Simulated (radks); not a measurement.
Q: Species: Sb I. Configuration: [Kr] 4d10 5p3 6s2 (not the ground configuration). Method: Dirac Kohn-Sham, PBE, spin-unpolarised, spherical densities, finite nucleus; open shells fill j = l - 1/2 first; Fermi nuclear charge, rms radius 4.6802 fm; computed with a radial shooting solver on a logarithmic mesh with Libxc functionals. Some entries of the table are withheld. Estimate them.

orbital  occ.  eigenvalue (eV)  r(max) (bohr)
1s1/2       2        -30293.62        0.01835
2s1/2       2              (1)         0.1038
2p1/2       2        -4320.404            (2)
2p3/2       4        -4068.589            (3)
3s1/2       2        -913.7079         0.3001
3p1/2       2        -792.3408         0.2865
3p3/2       4        -745.8745         0.2969
3d3/2       4        -531.5619         0.2426
3d5/2       6        -521.9057         0.2455
4s1/2       2        -159.1093         0.7231
4p1/2       2        -118.0543         0.7461
4p3/2       4        -109.4573         0.7705
4d3/2       4         -44.4427         0.8412
4d5/2       6         -43.1851         0.8502
5s1/2       0         -20.4834          1.832
5p1/2       2         -11.7330          2.108
5p3/2       1         -10.8638          2.186
6s1/2       2          -2.7966          5.032
5d3/2       0          -1.6063          3.764
5d5/2       0          -1.5647          3.826
6p1/2       0              (4)          6.225
6p3/2       0              (5)          6.409

A: 
(1) 2s1/2 eigenvalue (eV): -4617.283
(2) 2p1/2 r(max) (bohr): 0.07983
(3) 2p3/2 r(max) (bohr): 0.08445
(4) 6p1/2 eigenvalue (eV): -1.2615
(5) 6p3/2 eigenvalue (eV): -1.1598
